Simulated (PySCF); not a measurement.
Cartesian coordinates (Å):
```xyz
6

Zn     0.0192     0.0265    -0.0313
O      0.5810     1.5678     0.6704
H      1.1641     2.0525     0.0580
N     -0.7272    -1.5907    -0.4461
H     -0.0271    -2.3191    -0.6448
H     -1.3294    -1.5551    -1.2805
```
Charge 0, spin multiplicity 1.

Q: What is the computed total energy, dipole moment and HOMO (PBE-D3(BJ)/def2-TZVP // PBE-D3(BJ)/def2-SVP (PySCF))?

A: 
The total energy is -1910.8517 Ha. The dipole moment is 0.551 e·Å and the HOMO is -5.89 eV.
